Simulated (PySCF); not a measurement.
SMILES C[Si](C)(C)[Te]I (C3H9ISiTe) at its GFN2-xTB optimised geometry (Å):

```
15

Te    -0.8479    -1.8455    -2.1692
I     -3.5174    -1.6491    -1.8160
Si    -0.2637    -0.6735     0.0000
C     -0.9499     1.1032     0.0000
C      1.6335    -0.6735     0.0000
C     -0.9495    -1.6476     1.4861
H     -0.6882     1.6221     0.9175
H     -0.5576     1.6828    -0.8317
H     -2.0335     1.1032    -0.0800
H      2.0335    -0.1414    -0.8576
H      2.0332    -1.6828    -0.0182
H      2.0094    -0.1871     0.8933
H     -0.5559    -2.6604     1.5156
H     -2.0330    -1.7159     1.4417
H     -0.6889    -1.1639     2.4229
```

Level of theory: CAM-B3LYP/def2-TZVP, def2 effective core potentials past Kr run with PySCF. The core electrons that the potentials of I, Te replace are not part of the density. Cells within 0.4 Å of a nucleus heavier than hydrogen are left out (blank, or x).

Map of the electron localisation function on the plane z = 1.5 Å:

```
|00000000000000000000000000000|
|00000000000000000000000000000|
|00000000000000000000000000000|
|00000000000000000000000000000|
|00000000000000000000000000000|
|00000000001344100000000000000|
|00000000026898720000000000000|
|00000000048999961000000000000|
|00000000159999971000000000000|
|00000000149999960000000000000|
|00000000037999830000000000000|
|00000000014676300002564100000|
|00000000000111000017998610000|
|00000000000000000059999830000|
|00000000000000000169999950000|
|00000000001222100159999840000|
|00000133323555300037998620000|
|00001688765676410013564200000|
|00003999984x46520001111000000|
|0000599999xxx5420000000000000|
|00004999993x37520000000000000|
|00002899976899851000000000000|
|00000588647999982000000000000|
|00000132237999994000000000000|
|00000000027999994000000000000|
|00000000016999982000000000000|
|00000000003788730000000000000|
|00000000000122100000000000000|
|00000000000000000000000000000|
```
Scale: ten equal steps from 0.000 (start of '0') to 0.999 (end of '9'), in the order '0123456789'; x runs from -4.50 to 4.50, y from -4.50 (bottom) to 4.50 (top).
